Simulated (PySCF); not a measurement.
Two-component Hartree-Fock for Eu³²⁺ (europium, charge +32)

Start: [Ar] 3d10 4s2 4p1; 4p1/2 filled at m_j = +1/2. Calculated with PySCF 2.14 in an uncontracted even-tempered set (17 s from 3.1 bohr⁻², ratio 2.8; 13 p from 4.1 bohr⁻², ratio 2.8; 8 d from 7.2 bohr⁻², ratio 2.8; 4 f from 18 bohr⁻², ratio 3): generalised Hartree-Fock with the X2C-1e Hamiltonian and a Gaussian nucleus; one run each with spin-orbit coupling (SO) switched off, then screened by Boettger's factors.

```csv
spinor shell,electrons,"ε, spin-free (eV)","ε, screened SO (eV)",weight of nominal j (screened SO),"rms radius, screened SO (bohr)"
1s1/2,2,-50006.0,-49996.2,1.000,0.0254
2s1/2,2,-9346.8,-9343.1,1.000,0.103
2p1/2,2,-8458.3,-8915.7,1.000,0.0880
2p3/2,4,-8458.3,-8259.8,1.000,0.0942
3s1/2,2,-2994.6,-2992.9,1.000,0.262
3p1/2,2,-2709.8,-2808.7,1.000,0.253
3p3/2,4,-2709.8,-2665.3,1.000,0.266
3d3/2,4,-2340.8,-2358.1,1.000,0.236
3d5/2,6,-2340.8,-2327.0,1.000,0.240
4s1/2,2,-1355.1,-1354.5,1.000,0.560
4p1/2,1,-1264.1,-1293.1,1.000,0.554
```

| quantity | spin-free | screened SO |
| --- | --- | --- |
| E (hartree) | -10277.78979 | -10285.23461 |
| M_J | 1/2 | 1/2 |
| ⟨J²⟩ | 1.095 | 0.752 |
| ⟨L²⟩ | 2.006 | 2.032 |
| ⟨S²⟩ | 0.752 | 0.778 |

Each row is a mean over spinors that exchange with the open shell spreads, by up to 5.251 eV (3p1/2).

Breit and QED terms are absent; they matter most for the inner s and p1/2 levels.

Densities and radii are taken from the X2C orbitals without a picture-change correction, which distorts them close to the nucleus.

Without spin-orbit coupling the j labels of p, d and f shells carry no meaning; the spin-free column gives the mean over the occupied spinors of each nl shell, and its ⟨J²⟩ belongs to a mixture of degenerate components.
